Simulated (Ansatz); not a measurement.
Stepwise reaction of `F[SiH](F)F` with water, as a gas-phase model of exchange steps in deposition or etching. ΔE in kJ/mol; ΔG adds harmonic PBE0-D4 terms to CCSD(T)/CBS, at 1 bar.

Calculated with Ansatz (gas phase, PBE0-D4/def2-TZVP geometries, no zero-point term in ΔE). CBS: MP2 limit from def2 TZ/QZ plus the TZ coupled-cluster correction, frozen cores. This one scheme is used for every species. Functionals use def2-TZVPP. B3LYP here is the variant with VWN-RPA as its local correlation; programs differ in this. One conformer a species, not always the lowest.

```tsv
step	reaction	PBE-D4	B3LYP-D4	ωB97M-V	CCSD(T)/CBS	ΔG(400 K)
1	`F[SiH](F)F` + H₂O → `O[SiH](F)F` + H–F	34.0	35.6	35.6	36.5	32.8
2	`O[SiH](F)F` + H₂O → `O[SiH](O)F` + H–F	39.5	41.8	41.5	41.6	42.4
```

**Question.** Give the row of step 3, `O[SiH](O)F` + H₂O → `O[SiH](O)O` + H–F. (Best estimate.)

**Answer.** Ansatz gave: 
```tsv
step	reaction	PBE-D4	B3LYP-D4	ωB97M-V	CCSD(T)/CBS	ΔG(400 K)
3	`O[SiH](O)F` + H₂O → `O[SiH](O)O` + H–F	43.0	45.6	45.1	44.6	46.2
```

**Question.** By hand: ΔE of the 3 steps together at CCSD(T)/CBS.

**Answer.** (36.5) + (41.6) + (44.6) = 122.7 kJ/mol, or 40.9 kJ/mol a step.

In ΔE each step is higher than the one before. All are uphill at CCSD(T)/CBS. ΔG lies between 32.8 and 46.2 kJ/mol a step. PBE-D4 differs from CCSD(T)/CBS by -2.5 to -1.6 kJ/mol a step. Isolated molecules leave out the surface, adducts and barriers. Largest T1 diagnostic: 0.012.
